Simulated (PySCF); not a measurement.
**AuSe: energy against distance**

Set-up: basis Au def2-TZVPP with ECP60, Se def2-TZVPP; scalar-relativistic core potentials; PySCF 2.14. Energies in eV from Au (5d10 6s1) + Se in their ground configurations at the same level. State: ²Π (doublet), unpaired electrons π ↑.

All columns are r²SCAN. A positive dipole means Au(−)Se(+).

```csv
R (Å),E (eV),μ (D),Mulliken charge on Au (basis-dependent),HOMO (eV),LUMO (eV),Mayer bond order,⟨S²⟩
2.002,-1.557,-2.17,0.23,-5.39,-4.79,1.73,0.75
2.095,-2.217,-2.18,0.21,-5.44,-4.82,1.62,0.75
2.188,-2.545,-2.18,0.20,-5.49,-4.84,1.52,0.76
2.258,-2.642,-2.18,0.19,-5.53,-4.85,1.46,0.76
2.328,-2.650,-2.17,0.19,-5.56,-4.85,1.40,0.76
2.398,-2.596,-2.16,0.19,-5.59,-4.85,1.34,0.76
2.491,-2.456,-2.16,0.18,-5.62,-4.85,1.27,0.76
2.607,-2.218,-2.16,0.18,-5.64,-4.84,1.20,0.76
2.747,-1.891,-2.18,0.17,-5.66,-4.82,1.14,0.77
2.933,-1.447,-2.22,0.16,-5.66,-4.89,1.06,0.79
```

A fit through these points gives, at Re = 2.300 Å, μ = -2.17 D and dμ/dR = 0.129 D/Å; the reduced mass is 56.85 u.

How strong is the fundamental in the double-harmonic approximation, I = 42.26·(dμ/dR)²/μred km/mol?

I = 42.26·(0.129)²/56.85 = 0.0124 km/mol at r²SCAN.

These are scalar-relativistic numbers at best; spin–orbit coupling would shift them, the dissociation energy most. The state is the lowest single determinant that the PBE0 search found; with open d or f shells the true ground state can be another one.
